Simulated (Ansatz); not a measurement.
A made-up structure of CHBBr, doublet:

B1  (0.294, -0.622, -0.977)
C2  (0.381, -0.218, 0.326)
Br3  (-1.187, 0.793, -0.705)
H4  (-2.375, 1.724, -0.678)
(Å)

It is relaxed with PBE-D4/def2-SVP and then PBE0-D4/def2-TZVP (Ansatz 0.2.0). Atoms count as bonded within 1.22 times the sum of their covalent radii (H–H: 0.88 Å). The end point is not checked to be a true minimum.

(1) Does its bonding change? (A judgement: the text doesn't fix the answer.)

Answers

(1) By the calculation: Yes. Formed: none; broken: B1–Br3.

Where it ends: The first stage lowers the energy by 1.95 eV in 17 steps. It ends as CHBBr ([B][C][BrH]):
```csv
atom,x (Å),y (Å),z (Å)
B1,0.6899,-0.9983,-0.5643
C2,-0.4384,-0.2811,-0.3928
Br3,-0.8754,1.4293,-0.7635
H4,-2.2632,1.5278,-0.3131
```

Labels in which every atom is bracketed show which atoms are joined, not bond orders.

For scale, one of the runs: PBE0-D4/def2-TZVP relaxation, 116 basis functions, launched by `ansatz run in.yaml --threads 2 --pin off --events-out ev --progress --plain --max-ram 4352MiB`. The run took about 39 s on 2 CPU threads of an Arm Neoverse V2 (shared host).
